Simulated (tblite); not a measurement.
C₈H₁₉B.
SMILES with atom numbers: `[CH3:1][CH2:2][CH2:3][CH2:4][C@@H:5]([CH3:6])[B:7]([CH3:8])[CH3:9]` (hydrogens: H10, H11, H12 on C1; H13, H14 on C2; H15, H16 on C3; H17, H18 on C4; H19 on C5; H20, H21, H22 on C6; H23, H24, H25 on C8; H26, H27, H28 on C9)

Computed with GFN2-xTB (tblite), gas phase: L-BFGS steps from a force-field or distance-geometry start until the largest atomic force falls under 0.01 eV/Å.

Step 3: E = -763.0904 eV
```
atom  x, y, z in Å  |  force x, y, z in eV/Å
C1      3.6073    1.0822    0.7845   -0.051  -0.114   0.020
C2      2.5900   -0.0319    0.9893   -0.134  -0.010  -0.094
C3      1.3795    0.1204    0.0619    0.103  -0.106   0.022
C4      0.3613   -1.0033    0.2676   -0.063   0.106  -0.140
C5     -0.8375   -0.9032   -0.7038    0.060  -0.032   0.076
C6     -1.7019   -2.1753   -0.5970    0.083   0.170  -0.047
B7     -1.7190    0.4096   -0.4616    0.096  -0.017  -0.054
C8     -2.4534    0.6627    0.9094    0.021   0.024  -0.133
C9     -1.8606    1.4785   -1.6149    0.098  -0.150   0.104
H10     3.1526    2.0457    0.9889   -0.003   0.106  -0.010
H11     3.9727    1.0767   -0.2384    0.031   0.036  -0.034
H12     4.4481    0.9448    1.4572    0.090   0.038   0.017
H13     3.0690   -0.9967    0.8093   -0.015  -0.016  -0.024
H14     2.2520   -0.0220    2.0262   -0.037  -0.009   0.060
H15     0.9129    1.0910    0.2415   -0.075  -0.029   0.000
H16     1.7263    0.1099   -0.9757   -0.038  -0.002   0.037
H17     0.0056   -0.9789    1.2976   -0.062  -0.003   0.034
H18     0.8674   -1.9600    0.1216   -0.001  -0.052  -0.043
H19    -0.4256   -0.8908   -1.7209    0.047  -0.039   0.048
H20    -2.5439   -2.1128   -1.2827   -0.026   0.004   0.014
H21    -2.0842   -2.2955    0.4112   -0.016  -0.020   0.062
H22    -1.1213   -3.0570   -0.8565    0.048  -0.034   0.024
H23    -1.7414    0.7114    1.7313   -0.055  -0.047   0.030
H24    -3.0206    1.5878    0.9052   -0.049   0.079   0.094
H25    -3.1488   -0.1424    1.1367    0.040  -0.037   0.074
H26    -2.9051    1.6175   -1.8865   -0.002   0.072  -0.009
H27    -1.3100    1.2128   -2.5122   -0.018   0.056  -0.095
H28    -1.4924    2.4458   -1.2750   -0.074   0.029  -0.033
```

Step 4: E = -763.0950 eV
```
atom  x, y, z in Å  |  force x, y, z in eV/Å
C1      3.6059    1.0797    0.7852   -0.011  -0.001   0.006
C2      2.5875   -0.0320    0.9877   -0.052  -0.049   0.019
C3      1.3809    0.1178    0.0627   -0.016   0.008  -0.019
C4      0.3599   -1.0015    0.2646    0.009  -0.013   0.010
C5     -0.8367   -0.9029   -0.7024    0.056   0.009  -0.007
C6     -1.6997   -2.1715   -0.5977    0.017   0.021   0.018
B7     -1.7164    0.4093   -0.4620    0.071  -0.034  -0.026
C8     -2.4528    0.6633    0.9052   -0.016   0.023  -0.019
C9     -1.8584    1.4742   -1.6120    0.032  -0.018  -0.030
H10     3.1537    2.0465    0.9881   -0.001   0.060  -0.008
H11     3.9730    1.0780   -0.2374    0.023   0.017  -0.039
H12     4.4494    0.9463    1.4565    0.054   0.016   0.014
H13     3.0679   -0.9960    0.8089   -0.011  -0.036  -0.025
H14     2.2514   -0.0223    2.0262   -0.039  -0.011   0.035
H15     0.9118    1.0886    0.2409   -0.060  -0.032   0.005
H16     1.7250    0.1101   -0.9739   -0.006  -0.011  -0.022
H17     0.0047   -0.9790    1.2966   -0.050   0.003   0.004
H18     0.8667   -1.9598    0.1209   -0.021  -0.029  -0.045
H19    -0.4245   -0.8922   -1.7187    0.051  -0.025   0.016
H20    -2.5437   -2.1129   -1.2814   -0.016   0.022   0.002
H21    -2.0840   -2.2960    0.4108    0.002   0.000   0.036
H22    -1.1211   -3.0569   -0.8554    0.042   0.005   0.021
H23    -1.7448    0.7100    1.7305   -0.014  -0.037   0.029
H24    -3.0210    1.5883    0.9083   -0.041   0.069   0.057
H25    -3.1463   -0.1417    1.1388    0.024  -0.045   0.039
H26    -2.9025    1.6197   -1.8865    0.007   0.031   0.017
H27    -1.3117    1.2153   -2.5135    0.006   0.026  -0.089
H28    -1.4954    2.4449   -1.2770   -0.042   0.032   0.000
```

Step 5: E = -763.0964 eV
```
atom  x, y, z in Å  |  force x, y, z in eV/Å
C1      3.6053    1.0790    0.7854    0.006   0.031   0.001
C2      2.5860   -0.0328    0.9877   -0.001  -0.030   0.040
C3      1.3810    0.1172    0.0626   -0.043   0.023  -0.019
C4      0.3597   -1.0012    0.2641    0.026  -0.047   0.045
C5     -0.8355   -0.9027   -0.7021    0.038   0.005  -0.021
C6     -1.6988   -2.1702   -0.5976   -0.006  -0.026   0.031
B7     -1.7145    0.4087   -0.4625    0.038  -0.008  -0.008
C8     -2.4529    0.6639    0.9038   -0.022   0.018   0.022
C9     -1.8572    1.4727   -1.6118    0.012   0.028  -0.065
H10     3.1541    2.0477    0.9877    0.007   0.023  -0.009
H11     3.9735    1.0786   -0.2377    0.009   0.009  -0.015
H12     4.4507    0.9469    1.4564    0.021   0.011  -0.002
H13     3.0674   -0.9965    0.8083   -0.017  -0.033  -0.020
H14     2.2506   -0.0226    2.0268   -0.038  -0.015   0.019
H15     0.9105    1.0874    0.2408   -0.054  -0.028   0.005
H16     1.7245    0.1100   -0.9738    0.001  -0.012  -0.032
H17     0.0037   -0.9790    1.2963   -0.039   0.001  -0.008
H18     0.8662   -1.9602    0.1200   -0.024  -0.019  -0.037
H19    -0.4233   -0.8930   -1.7179    0.055  -0.021  -0.002
H20    -2.5438   -2.1125   -1.2810    0.001   0.025   0.008
H21    -2.0838   -2.2961    0.4112    0.012   0.009   0.018
H22    -1.1204   -3.0567   -0.8547    0.031   0.024   0.022
H23    -1.7461    0.7090    1.7308   -0.009  -0.028   0.016
H24    -3.0218    1.5896    0.9102   -0.023   0.038   0.040
H25    -3.1451   -0.1422    1.1401    0.025  -0.030   0.019
H26    -2.9017    1.6208   -1.8862    0.013   0.012   0.024
H27    -1.3120    1.2165   -2.5153    0.007   0.022  -0.074
H28    -1.4969    2.4452   -1.2776   -0.028   0.019   0.004
```

Step 6: E = -763.0980 eV
```
atom  x, y, z in Å  |  force x, y, z in eV/Å
C1      3.6049    1.0788    0.7858    0.019   0.042  -0.004
C2      2.5844   -0.0341    0.9882    0.045   0.010   0.035
C3      1.3803    0.1167    0.0622   -0.037   0.016  -0.005
C4      0.3599   -1.0018    0.2642    0.024  -0.058   0.049
C5     -0.8334   -0.9025   -0.7020    0.005  -0.008  -0.023
C6     -1.6980   -2.1692   -0.5970   -0.017  -0.048   0.031
B7     -1.7117    0.4080   -0.4632   -0.010   0.037   0.006
C8     -2.4534    0.6649    0.9027   -0.015   0.007   0.046
C9     -1.8556    1.4718   -1.6129   -0.002   0.056  -0.073
H10     3.1546    2.0495    0.9870    0.015  -0.018  -0.010
H11     3.9741    1.0795   -0.2382   -0.010  -0.002   0.018
H12     4.4524    0.9480    1.4563   -0.018   0.008  -0.020
H13     3.0664   -0.9977    0.8073   -0.026  -0.017  -0.008
H14     2.2487   -0.0233    2.0280   -0.029  -0.020  -0.005
H15     0.9078    1.0856    0.2409   -0.046  -0.018   0.004
H16     1.7240    0.1096   -0.9743    0.000  -0.010  -0.024
H17     0.0016   -0.9790    1.2958   -0.022  -0.005  -0.013
H18     0.8651   -1.9612    0.1181   -0.017  -0.017  -0.020
H19    -0.4206   -0.8944   -1.7171    0.055  -0.017  -0.017
H20    -2.5439   -2.1116   -1.2802    0.021   0.023   0.018
H21    -2.0834   -2.2960    0.4122    0.020   0.018   0.004
H22    -1.1189   -3.0560   -0.8534    0.017   0.033   0.020
H23    -1.7477    0.7072    1.7314   -0.001  -0.013   0.003
H24    -3.0231    1.5917    0.9131    0.001  -0.010   0.021
H25    -3.1433   -0.1434    1.1418    0.020  -0.008  -0.007
H26    -2.9004    1.6223   -1.8853    0.010  -0.010   0.022
H27    -1.3124    1.2183   -2.5190    0.004   0.022  -0.050
H28    -1.4993    2.4458   -1.2782   -0.006   0.007   0.003
```

Problem. Estimate the geometry and energy of step 7. (The exact step hangs on the optimiser's Hessian estimate; all steps are aligned on step 6, rigid shifts and turns removed.)

Solution. E = -763.0990 eV, largest force 0.072 eV/Å
```
atom  x, y, z in Å  |  force x, y, z in eV/Å
C1      3.6049    1.0792    0.7859    0.016   0.027  -0.004
C2      2.5838   -0.0347    0.9890    0.048   0.033   0.012
C3      1.3795    0.1164    0.0619   -0.013   0.002   0.010
C4      0.3604   -1.0030    0.2649    0.009  -0.041   0.024
C5     -0.8318   -0.9027   -0.7022   -0.017  -0.008  -0.015
C6     -1.6976   -2.1690   -0.5961   -0.010  -0.031   0.020
B7     -1.7098    0.4083   -0.4637   -0.032   0.057   0.006
C8     -2.4540    0.6657    0.9026    0.001  -0.004   0.038
C9     -1.8543    1.4719   -1.6148   -0.006   0.052  -0.049
H10     3.1552    2.0507    0.9864    0.013  -0.031  -0.007
H11     3.9744    1.0801   -0.2384   -0.019  -0.008   0.029
H12     4.4534    0.9489    1.4559   -0.031   0.007  -0.023
H13     3.0653   -0.9989    0.8064   -0.029   0.003   0.003
H14     2.2469   -0.0242    2.0288   -0.016  -0.020  -0.021
H15     0.9048    1.0840    0.2410   -0.038  -0.013   0.001
H16     1.7236    0.1091   -0.9750   -0.006  -0.008  -0.005
H17    -0.0004   -0.9791    1.2954   -0.009  -0.014  -0.007
H18     0.8641   -1.9624    0.1164   -0.006  -0.023  -0.003
H19    -0.4177   -0.8958   -1.7168    0.046  -0.016  -0.015
H20    -2.5436   -2.1105   -1.2793    0.026   0.015   0.020
H21    -2.0828   -2.2956    0.4131    0.021   0.020   0.004
H22    -1.1174   -3.0551   -0.8522    0.009   0.024   0.016
H23    -1.7488    0.7057    1.7319    0.008  -0.001   0.000
H24    -3.0241    1.5931    0.9156    0.013  -0.037   0.011
H25    -3.1417   -0.1445    1.1430    0.011   0.005  -0.023
H26    -2.8995    1.6232   -1.8843   -0.002  -0.021   0.012
H27    -1.3125    1.2200   -2.5227    0.000   0.026  -0.029
H28    -1.5010    2.4465   -1.2785    0.012   0.006  -0.002
```

The energy changes by -0.0010 eV. The first-order estimate −F·Δx gives -0.0014 eV and the mean of the old and new forces, exact on a quadratic surface, -0.0010 eV. The step makes an angle of 54° with the force vector and moves no atom by more than 0.004 Å.

What follows is the cost of the whole relaxation. Hardware: an Arm Neoverse N1 with one thread, shared host with 64 logical CPUs at a one-minute load of 58. Cost: 1.5 s of wall time.
